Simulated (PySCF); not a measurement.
Radial density of Sc (scandium, neutral)

UHF, [Ar] 4s2 4p1, 2P determinant (an excited configuration). Calculation: PySCF 2.14, in x2c-QZVPPall; scalar relativity by spin-free X2C-1e.

| r (bohr) | 4πr²ρ (e/bohr) | 4πr²(ρα − ρβ) |
| --- | --- | --- |
| 0.00121 | 0.1390 | 0.0000 |
| 0.00203 | 0.3625 | 0.0000 |
| 0.00342 | 0.9245 | 0.0000 |
| 0.00574 | 2.275 | 0.0001 |
| 0.00966 | 5.264 | 0.0001 |
| 0.0163 | 10.96 | 0.0003 |
| 0.0273 | 19.08 | 0.0006 |
| 0.0460 | 24.76 | 0.0015 |
| 0.0773 | 21.58 | 0.0045 |
| 0.130 | 18.69 | 0.0116 |
| 0.219 | 26.10 | 0.0114 |
| 0.368 | 17.54 | -0.0153 |
| 0.619 | 6.724 | -0.0225 |
| 1.04 | 8.402 | -0.0544 |
| 1.75 | 2.346 | -0.0487 |
| 2.95 | 0.9418 | 0.2352 |
| 4.96 | 0.4290 | 0.2328 |
| 8.34 | 0.03453 | 0.0281 |
| 14.0 | 0.0001999 | 0.0002 |

Densities and radii are taken from the X2C orbitals without a picture-change correction, which distorts them close to the nucleus.

⟨S²⟩ = 0.88 against 0.75 shows spin contamination.

(1) Where is the radial spin density 4πr²(ρα − ρβ) most negative, and why is it negative at all?

Answers

(1) Around r = 1.04 bohr, down to -0.0544 e/bohr: exchange with the open shell polarises the paired shells in an unrestricted calculation.
